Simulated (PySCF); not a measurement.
# Potential energy of KRb along the bond

Set-up: PySCF, scalar-relativistic core potentials, basis sets K def2-SVPD, Rb def2-SVPD with ECP28. Energies in eV from K + Rb in their ground configurations at the same level. State: ¹Σ⁺ (singlet), closed shell.

All columns are PBE0. A positive dipole means K(−)Rb(+).

```tsv
R (Å)	E (eV)	μ (D)	Mulliken charge on K (basis-dependent)	HOMO (eV)	LUMO (eV)	Mayer bond order	⟨S²⟩
3.575	-0.364	0.48	0.14	-2.99	-1.15	1.00	0.00
3.741	-0.427	0.50	0.16	-2.96	-1.17	0.99	0.00
3.908	-0.464	0.53	0.18	-2.92	-1.19	0.98	0.00
4.032	-0.479	0.55	0.19	-2.90	-1.21	0.97	0.00
4.157	-0.483	0.57	0.20	-2.87	-1.23	0.97	0.00
4.282	-0.479	0.60	0.20	-2.85	-1.26	0.97	0.00
4.448	-0.463	0.63	0.20	-2.82	-1.29	0.96	0.00
4.656	-0.430	0.68	0.19	-2.79	-1.34	0.97	0.00
4.905	-0.376	0.73	0.17	-2.76	-1.40	0.97	0.00
5.238	-0.290	0.80	0.14	-2.72	-1.47	0.98	0.00
```

A fit through these points gives, at Re = 4.157 Å, μ = 0.57 D and dμ/dR = 0.187 D/Å; the reduced mass is 26.71 u.

Q: How strong is the fundamental in the double-harmonic approximation, I = 42.26·(dμ/dR)²/μred km/mol?

A: I = 42.26·(0.187)²/26.71 = 0.0553 km/mol at PBE0.

Closed-shell solutions of metal pairs were not tested for spin polarisation, which can lower them a little.
